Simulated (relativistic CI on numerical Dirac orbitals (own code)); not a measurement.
Computed by Dirac-Coulomb-Breit CI, separate exchange-only KLI orbitals for each configuration, model QED (radiative potential, 1s self-energy scaled to tabulated hydrogen-like ionisation energies), unscaled Slater integrals (own radial code, finite nucleus).

The strongest absorption lines from the ground level of an ion, among the configurations computed and to levels below about 233 eV (vacuum wavelength in nm, gf): 5.5579 (0.18), 10.876 (0.011), 11.809 (0.0059), 12.972 (1.8), 13.556 (0.098), 15.668 (0.22), 17.277 (0.057), 20.797 (0.33).

Problem. Which ion is it?
A. Sb19+
B. Cs23+
C. I21+
D. Sb21+

Solution. A. Sb19+ has 32 electrons and the ground level 4s²4p² ³P0; the strongest line goes to 4s²4p4d ³D°1. The pattern of lines fixes the number of electrons, and along that sequence the line energies rise steadily with the charge (about as its square where n changes within one kind of shell, about linearly where n is kept but much faster in heavy ions where fine structure, which grows about as Z⁴, sets the gap, and irregularly where shells cross), which fixes Z. Configurations outside the model, such as inner-shell arrays, can give stronger lines. At this charge energies of transitions that change n are usually good to better than 1 %, and those within a shell (Δn = 0) to a few per cent.

LS names give the leading component of a level, which can be under half, so a name can repeat, a term be missing and a line seem to break the LS rules.
